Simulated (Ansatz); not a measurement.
`[F][Cd][Br]` + H₂S → `[F][Cd][SH]` + HBr at 298.15 K and 1 bar (ligand exchange at a Cd–Br bond).

Gas-phase electronic energies from Ansatz, PBE0-D4/def2-TZVP geometries. CBS: MP2 limit from def2 TZ/QZ plus the TZ coupled-cluster correction, frozen cores. This one scheme is used for every species. def2 core potentials past Kr. For Br, Cd outer-core shells are correlated without core-valence functions, which leaves a few kJ/mol of doubt a bond. Scalar relativity is left out up to krypton. One conformer a species, not always the lowest.

```
      species  CCSD(T)/CBS energy (Eh)  H − E (kJ/mol)  S (J/(mol·K))
`[F][Cd][Br]`              -2840.89161            20.5          292.3
          H₂S               -398.97279            49.9          205.7
`[F][Cd][SH]`               -665.92675            42.5          304.2
          HBr              -2573.91920            24.6          198.6
```

H − E and S are ideal-gas, rigid-rotor, harmonic terms from PBE0-D4/def2-TZVP, for one conformer and one mirror image of each species. 1 Eh = 2625.50 kJ/mol, R = 8.31446 J/(mol·K).

Task: By hand: ΔE, ΔH, ΔS and ΔG.

Result: ΔE = (-665.92675) + (-2573.91920) − (-2840.89161) − (-398.97279) = 0.01845 Eh = 48.4 kJ/mol. Δ(H − E) = 42.5 + 24.6 − 20.5 − 49.9 = -3.3, so ΔH = 45.1 kJ/mol. ΔS = 304.2 + 198.6 − 292.3 − 205.7 = 4.8 J/(mol·K). ΔG = 45.1 − 298.15 × (4.8)/1000 = 43.7 kJ/mol.

Task: By hand: the equilibrium constant, and the temperature at which ΔG would vanish if ΔH and ΔS stayed fixed.

Result: log₁₀ K = −ΔG/(RT ln 10) = -7.7. ΔG = 0 at ΔH/ΔS = 9396 K, far beyond where these terms or the molecules hold.

The number of gas molecules stays the same, so ΔS is small and ΔH decides. A doubt of 5 kJ/mol in ΔE shifts log₁₀ K by 0.9 here. Other conformers and mirror images would add mixing entropy, several J/(mol·K) or more a flexible species. These are equilibria of isolated gas molecules and say nothing of rates. Largest T1 diagnostic: 0.016 (customary marks: 0.02 for closed shells, 0.045 for open ones).
